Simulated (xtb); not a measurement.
hexafluoropropene (C3F6), singlet, from a rough starting geometry.

xtb was given this input:
```
$ xtb mol.xyz --gfn 2 --opt vtight --json

# file mol.xyz
9

F      2.53025272    -0.24773270     0.77637563
C      1.35313261     0.28456842     0.26586390
F      1.51868914     1.40769165    -0.20260043
C      0.21831977    -0.43109053     0.20910804
F      0.12410888    -1.66222122     0.74739155
C     -1.08544965     0.05642489    -0.27800484
F     -2.06132360     0.04789170     0.68569976
F     -1.01663319     1.29839392    -0.88492533
F     -1.55580313    -0.79262016    -1.28962044
```

Question: What HOMO-LUMO gap does GFN2-xTB (xtb) give?

Answer: 4.78 eV

Question: Give the total energy at the end of the optimisation at the level GFN2-xTB.

Answer: -34.7698 Eh

Question: What is the computed dipole moment (GFN2-xTB)?

Answer: 1.02 D
